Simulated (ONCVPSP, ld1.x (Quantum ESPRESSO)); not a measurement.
# Pseudopotentials across the periodic table

Generated with ld1.x 7.5 (TM, RRKJ, ultrasoft, PAW), atompaw 4.2 or ONCVPSP 4.0.1. The cutoff is in Ry: for ld1.x and atompaw files where the sum of valence levels is converged to 10 mRy in a Bessel basis, for ONCV files where the hardest occupied wave has 1 mHa per electron of residual kinetic energy. The error is the largest all-electron minus pseudo excitation energy over each file’s own four to seven test configurations (ionisations up to +4, promotions, holes and added fractions of an electron), all of which were solved. The labels leave out finer settings (local radius, basis sizes, second energies), which also bear on the numbers. Spin-polarised tests are not counted. The rows are a selection from randomly drawn settings: files with unsolved tests, undetermined cutoffs or missed reference levels are left out.

```tsv
element	potential	cutoff (Ry)	largest error (meV)	bound ghosts
Li	ONCV, PBE, non-relativistic, rc 1.35/4.00/3.40 (spd), local smoothed, core correction no, reference 1s2 2s0.5 2p0.5, qcut 11.4/1.9/2.9, projectors 2/2/2	67	+1293	none
Si	ONCV, PBEsol, scalar-relativistic, rc 0.80/1.10/1.15 (spd), local smoothed, core correction no, reference 2s2 2p6 3s2 3p2, qcut 15.3/13.9/7.7, projectors 2/3/2	154	+2.4	none
Sc	ONCV, LDA (Perdew-Wang 92), scalar-relativistic, rc 1.85/1.70/1.70/1.40 (spdf), local smoothed, core correction yes, reference 3s2 3p6 3d1 4s1 4p1, qcut 6/9.2/9.9/6.9, projectors 2/2/2/2	65	-1.7	none
Cd	ONCV, PBE, scalar-relativistic, rc 1.50/1.30/1.55/1.25 (spdf), local smoothed, core correction yes, reference 4s2 4p6 4d10 5s1.5, qcut 8.1/10.1/8.8/9.6, projectors 2/2/2/2	71	-6.1	none
Ta	ONCV, PBEsol, scalar-relativistic, rc 1.80/1.90/1.70 (spd), local smoothed, core correction yes, reference 5s2 5p6 5d3 6s1, qcut 5.1/7.4/5, projectors 2/2/2	38	-39	none
Pt	ONCV, LDA (Perdew-Wang 92), non-relativistic, rc 1.70/1.65/1.35 (spd), local smoothed, core correction yes, reference 5s2 5p6 5d8.5, qcut 6.5/9.8/6.7, projectors 3/2/2	55	-26	none
Tl	TM semilocal, PBEsol, scalar-relativistic, rc 1.50/2.80/1.80/3.00 (spdf), local f, core correction yes, reference 5d10 6s2 6p1	80	-136	none
```

Question: Fill in the row for He: TM, LDA (PZ), scalar-relativistic, rc 0.40/0.40 (sp), local s, core correction no, reference 1s1.5.

Answer: cutoff 200 Ry, largest error +0.6 meV, bound ghosts: none.
